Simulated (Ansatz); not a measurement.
Ideal-gas functions of `FB(F)Cl` at 298.15 K and 1 bar, from an Ansatz frequency run at PBE0-D4/def2-TZVP.

Molar mass 84.26 g/mol, point group C2v (symmetry number 2), electronic degeneracy 1, moments of inertia 48.438, 108.379, 156.816 u Å². Harmonic wavenumbers (cm⁻¹, unscaled): 341, 424, 603, 701, 1261, 1458.

Use S(trans) = R[1.5 ln M + 2.5 ln T − 1.1517]; rotational temperatures θ = 24.2544 K / I; S(rot) = R[ln(√π/σ · √(T³/θAθBθC)) + 1.5]; for each mode x = 1.438777 ν̃/T, S = R[x/(eˣ − 1) − ln(1 − e⁻ˣ)] and H = RT x/(eˣ − 1); 1 cm⁻¹ = 0.0119627 kJ/mol; R = 8.31446 J/(mol·K).

Question: By hand: the entropy, in J/(mol·K).

Answer: Translation 164.2. Rotation: θ = 0.5007, 0.2238, 0.1547 K, giving 99.4. Vibration, mode by mode: 5.05, 3.68, 1.86, 1.28, 0.13, 0.06, in all 12.1. Electronic 0.0. Sum 275.7 J/(mol·K).

Question: By hand: H − E and G − E in kJ/mol, counted from the electronic energy.

Answer: Zero-point energy ½ × 4788 × 0.0119627 = 28.6; thermal vibration 2.5; translation, rotation and pV give 4 RT = 9.9. H − E = 41.0 kJ/mol, and G − E = 41.0 − 298.15 × 275.7/1000 = -41.2 kJ/mol.

Vibration gives 4 % of the entropy.
